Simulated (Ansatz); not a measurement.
The first iterations of a band of BCl2H + BrH (6 atoms, charge 0, multiplicity 1).

Computed with Ansatz 0.2.0, RKS PBE/def2-SVP.

```json
{
  "movable images": "7",
  "climbing image": "yes",
  "spring": "5.0 eV/Å²",
  "optimiser": "quadratic models (default)",
  "start path": "through a guess of the saddle point",
  "force threshold": "0.05 eV/Å",
  "iteration limit": "60",
  "end points": "relaxed"
}
```

Image 0:

```xyz
6
Properties=species:S:1:pos:R:3
B -0.006 0.457 -0.228
H -0.001 0.630 0.969
Cl 1.510 0.404 -1.099
Cl -1.529 0.328 -1.077
Br 0.088 -2.888 1.207
H 0.074 -2.016 2.347
```

Image 8:

```xyz
6
Properties=species:S:1:pos:R:3
B 0.020 -0.718 -0.750
H 0.016 0.354 2.494
Cl 1.514 0.170 -0.973
Cl -1.519 0.094 -0.951
Br 0.070 -2.579 -0.300
H 0.035 -0.407 2.599
```

| iteration | highest image above the first end (eV) | largest band force component (eV/Å) |
| --- | --- | --- |
| 1 | 2.175 | 3.411 |
| 2 | 1.003 | 1.660 |
| 3 | 0.759 | 1.786 |
| 4 | 0.661 | 1.644 |
| 5 | 0.615 | 0.757 |
| 6 | 0.597 | 0.925 |
| 7 | 0.599 | 0.826 |
| 8 | 0.608 | 0.391 |

Does the band converge within its limit, and where does its top end?

The run converged. It ended after 26 iterations with the highest image 0.650 eV above the first end. A vibrational analysis at the climbing image gives one clearly imaginary mode, 542i cm⁻¹: a first-order saddle point. The orbitals stay closed-shell, which can raise the energy where a bond breaks towards radicals; this wasn't checked here.

The run took 4 min on 2 threads of Arm Neoverse V2, with other jobs on the host, peak memory 0.13 GiB.
